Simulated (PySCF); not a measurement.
**GeI: energy against distance**

Set-up: PySCF, scalar-relativistic core potentials, basis sets Ge def2-TZVPP, I def2-TZVPP with ECP28. Energies in eV from Ge + I in their ground configurations at the same level. State: ²Π (doublet), unpaired electrons π ↑.

All columns are M06-L. A positive dipole means Ge(−)I(+).

```json
{"R (Å)": "2.178", "E (eV)": "-2.273", "μ (D)": "1.02", "Mulliken charge on Ge (basis-dependent)": "-0.04", "HOMO (eV)": "-3.53", "LUMO (eV)": "-3.11", "Mayer bond order": "1.64", "⟨S²⟩": "0.75"}
{"R (Å)": "2.279", "E (eV)": "-2.855", "μ (D)": "0.54", "Mulliken charge on Ge (basis-dependent)": "0.02", "HOMO (eV)": "-3.70", "LUMO (eV)": "-3.27", "Mayer bond order": "1.56", "⟨S²⟩": "0.75"}
{"R (Å)": "2.380", "E (eV)": "-3.170", "μ (D)": "0.04", "Mulliken charge on Ge (basis-dependent)": "0.08", "HOMO (eV)": "-3.87", "LUMO (eV)": "-3.44", "Mayer bond order": "1.48", "⟨S²⟩": "0.75"}
{"R (Å)": "2.456", "E (eV)": "-3.283", "μ (D)": "-0.34", "Mulliken charge on Ge (basis-dependent)": "0.11", "HOMO (eV)": "-4.00", "LUMO (eV)": "-3.55", "Mayer bond order": "1.43", "⟨S²⟩": "0.75"}
{"R (Å)": "2.532", "E (eV)": "-3.319", "μ (D)": "-0.73", "Mulliken charge on Ge (basis-dependent)": "0.14", "HOMO (eV)": "-4.12", "LUMO (eV)": "-3.67", "Mayer bond order": "1.39", "⟨S²⟩": "0.75"}
{"R (Å)": "2.608", "E (eV)": "-3.297", "μ (D)": "-1.12", "Mulliken charge on Ge (basis-dependent)": "0.17", "HOMO (eV)": "-4.24", "LUMO (eV)": "-3.79", "Mayer bond order": "1.35", "⟨S²⟩": "0.75"}
{"R (Å)": "2.709", "E (eV)": "-3.205", "μ (D)": "-1.63", "Mulliken charge on Ge (basis-dependent)": "0.19", "HOMO (eV)": "-4.40", "LUMO (eV)": "-3.93", "Mayer bond order": "1.30", "⟨S²⟩": "0.75"}
{"R (Å)": "2.836", "E (eV)": "-3.025", "μ (D)": "-2.26", "Mulliken charge on Ge (basis-dependent)": "0.22", "HOMO (eV)": "-4.59", "LUMO (eV)": "-4.11", "Mayer bond order": "1.26", "⟨S²⟩": "0.75"}
{"R (Å)": "2.988", "E (eV)": "-2.759", "μ (D)": "-2.99", "Mulliken charge on Ge (basis-dependent)": "0.24", "HOMO (eV)": "-4.79", "LUMO (eV)": "-4.31", "Mayer bond order": "1.21", "⟨S²⟩": "0.75"}
{"R (Å)": "3.190", "E (eV)": "-2.378", "μ (D)": "-3.88", "Mulliken charge on Ge (basis-dependent)": "0.27", "HOMO (eV)": "-5.03", "LUMO (eV)": "-4.54", "Mayer bond order": "1.15", "⟨S²⟩": "0.76"}
```

A fit through these points gives, at Re = 2.538 Å, μ = -0.76 D and dμ/dR = -5.12 D/Å; the reduced mass is 46.71 u.

Question: How strong is the fundamental in the double-harmonic approximation, I = 42.26·(dμ/dR)²/μred km/mol?

Answer: I = 42.26·(-5.12)²/46.71 = 23.7 km/mol at M06-L.

Spin–orbit coupling is left out, which matters for elements this heavy, above all for dissociation energies. The state is the lowest determinant that a PBE0 search found; another state may lie lower at other levels.
